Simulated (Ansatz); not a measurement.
One elementary step

Start structure (SiH2Cl2O, singlet), relaxed at PBE0-D4/def2-TZVP:

Si1  (1.596, -0.919, 0.505)
O2  (0.299, -0.596, -0.481)
H3  (-1.151, 0.691, -0.331)
Cl4  (-2.174, 1.479, -0.396)
Cl5  (1.188, 0.473, 1.984)
H6  (0.242, -1.129, -1.281)
(Å)

The step: SiHClO ([OH][Si][Cl]) + HCl → SiH₂Cl₂O ([OH2][Si]([Cl])[Cl]); bonds formed: Si1–Cl4, O2–H3; bonds broken: H3–Cl4; bonds weakened to dative contacts: Si1–O2. Ansatz 0.2.0; basis: def2-TZVPP and def2-QZVPP; cores frozen in the correlated methods. Extrapolation: Hartree–Fock as exp(−7.88 √X), correlation as X^−2.97. Energies below are by CCSD(T) at an estimated basis limit (MP2 extrapolated from triple and quadruple zeta, plus CCSD(T) − MP2 in triple zeta).

Question: What are the electronic barrier and the energy of the step, from the start structure to the end structure? (To be estimated.)

Answer: The calculation gives: Barrier 58.6 kJ/mol; step energy -24.3 kJ/mol (downhill); reverse barrier, their difference, 82.8 kJ/mol. Barrier and step energy count from the start structure, the reverse barrier from the end structure.

The saddle point: One imaginary mode of 711i cm⁻¹.
```
   pair  start (Å)  saddle (Å)  end (Å)
Si1–Cl4       4.56        2.57     2.14
  O2–H3       1.94        1.34     0.97
 Si1–O2       1.66        1.79     2.09
 H3–Cl4       1.29        1.46     3.40
```

Zero-point energy (harmonic, PBE0-D4): ZPE is 63.7 kJ/mol at the start and 60.2 kJ/mol at the saddle, so the barrier goes from 58.6 to 55.0 kJ/mol.

T1 diagnostic: at most 0.013.

Labels in which every atom is bracketed show which atoms are joined, not bond orders.

For scale, one of the runs: CCSD(T)/def2-TZVPP, 185 basis functions, launched by `ansatz run in.yaml --threads 2 --pin off --events-out ev --progress --plain --max-ram 4352MiB`. The run took 48 s on 2 CPU threads of an Arm Neoverse V2 (shared host), with 1.7 GiB of host memory at its peak.
